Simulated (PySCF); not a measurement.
Cd(I)(OSiH3), SMILES [SiH3][O][Cd][I], singlet at its PBE0/def2-SVP optimised geometry (Å):

```
7

Cd    -0.9790     1.9656     1.1025
I     -0.9381     4.1496     2.4606
O     -1.0596     0.3431     0.0000
Si    -0.4421    -1.1825     0.0000
H      1.0596    -1.1825     0.0000
H     -0.9079    -1.9087    -1.2209
H     -0.8764    -1.9656     1.2051
```

Calculation: PySCF with PBE0/def2-TZVP, def2 effective core potentials past Kr. The core electrons that the potentials of Cd, I replace are not part of the density. Cells within 0.4 Å of a nucleus heavier than hydrogen are left out (blank, or x).

Map of the Laplacian of the electron density (e/bohr⁵), clipped to [-1.50, 1.50] on the plane z = 0.0 Å:

```
|555555555555555555555555555|
|555555555555555555555555555|
|555555555555555555555555555|
|555555555555555555555555555|
|555555555555555555555555555|
|555555555555555555555555555|
|555555555555555555555555555|
|555555555555555555555555555|
|555555555555555555555555555|
|555555555555555555555555555|
|555555556656555555555555555|
|555555565xx5655555555555555|
|555555563xx1655555555555555|
|555555566xx4555555555555555|
|555555556655555555555555555|
|555555555569965555555555555|
|55555555559xx94434555555555|
|55555555559xx95300555555555|
|55555555559xx94444555555555|
|555555555557855555555555555|
|555555555555555555555555555|
|555555555555555555555555555|
|555555555555555555555555555|
|555555555555555555555555555|
|555555555555555555555555555|
|555555555555555555555555555|
|555555555555555555555555555|
```
Scale: ten equal steps from -1.50 (start of '0') to 1.50 (end of '9'), in the order '0123456789'; x runs from -4.00 to 4.00, y from -4.00 (bottom) to 4.00 (top).
